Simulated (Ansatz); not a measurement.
Job for Ansatz (a first-principles code): U-CCSD(T)/def2-SVP on BiH3 (SMILES [BiH3]), a point of a bond scan (R = 3.593 Å). Elements past Kr take the def2 small-core potentials; no spin–orbit coupling. The run froze 9 orbitals, filled d shells among them.

Ansatz 0.2 input:
```yaml
crystal:
  periodic: [false, false, false]
  atoms:
    - {symbol: Bi, position_ang: [0.00064571, -0.00113707, 0.03585399]}
    - {symbol: H, position_ang: [-2.94128111, -0.42556805, -1.98298709]}
    - {symbol: H, position_ang: [0.91972929, -1.10344750, -1.04483824]}
    - {symbol: H, position_ang: [0.49699466, 1.41117705, -0.95747634]}
basis:
  gaussian:
    orbitals: def2-SVP
correlation: {method: ccsd_t, electrons: outside_noble_gas}
scf: {omitted_lower_state_checks: [cluster_reference]}
magnetization: {spin_polarized: true, initial_magnetization: 0}
```

Output:

```
WARN ansatz: RAYON_NUM_THREADS=1 ignored (pool sized by the plan → 1); use --threads N
Functional definition: HF
these checks for a lower state are left out or cut short: cluster_reference
integrals: 0.02 GiB planned
487 factors; integrals over basis functions are off by at most 4.6e-4 eV
mean field: 0.08 GiB planned
mean field evaluation 1: about -5852.1418 eV, gradient 8.6e0 eV
mean field evaluation 2: about -5852.1449 eV, gradient 8.6e0 eV
mean field evaluation 4: about -5853.1313 eV, gradient 9.9e-1 eV
mean field evaluation 8: about -5853.1448 eV, gradient 1.8e-3 eV
mean field evaluation 16: about -5855.6174 eV, gradient 4.2e-2 eV
mean field evaluation 32: about -5855.6175 eV, gradient 9.4e-6 eV
mean field -5855.61747524 eV, -215.1899731350 hartree, gradient 1.8e-6 eV, S^2 0.984059; 5 other end points of the search recorded, 0 dependent functions left out
9 core orbitals not correlated
reference -5855.61747524 eV, -215.1899731350 hartree; 4, 4 occupied and 28, 28 virtual orbitals, 487 factors
second order -2.21602896 eV of doubles, -0.00000000 eV of singles
coupled cluster: 0.07 GiB planned
cycle   1  -2.62721443 eV  change   -4.1e-1 eV  update   5.7e-2
cycle   2  -2.80562174 eV  change   -1.8e-1 eV  update   2.4e-2
cycle   3  -2.81746796 eV  change   -1.2e-2 eV  update   8.0e-3
cycle   4  -2.81919946 eV  change   -1.7e-3 eV  update   4.4e-3
cycle   5  -2.81990319 eV  change   -7.0e-4 eV  update   3.5e-3
cycle   6  -2.82148118 eV  change   -1.6e-3 eV  update   3.1e-3
cycle   7  -2.82622594 eV  change   -4.7e-3 eV  update   2.7e-3
cycle   8  -2.82924970 eV  change   -3.0e-3 eV  update   1.8e-3
cycle   9  -2.83032211 eV  change   -1.1e-3 eV  update   7.4e-4
cycle  10  -2.83065837 eV  change   -3.4e-4 eV  update   3.4e-4
cycle  11  -2.83078039 eV  change   -1.2e-4 eV  update   2.0e-4
cycle  12  -2.83075592 eV  change    2.4e-5 eV  update   1.3e-4
cycle  13  -2.83072405 eV  change    3.2e-5 eV  update   6.6e-5
cycle  14  -2.83077415 eV  change   -5.0e-5 eV  update   2.5e-5
cycle  15  -2.83078336 eV  change   -9.2e-6 eV  update   8.4e-6
coupled cluster: 0.07 GiB planned
perturbative correction -0.06414258 eV, -0.0023571962 hartree
Total energy: -5858.51240117 eV, -215.2963597008 hartree
Checks for a lower state left out: cluster_reference
```

The run converged. Its determinant has ⟨S²⟩ = 0.98, a mixture of spin states.

Cost: around 1.4 core-seconds (rough).
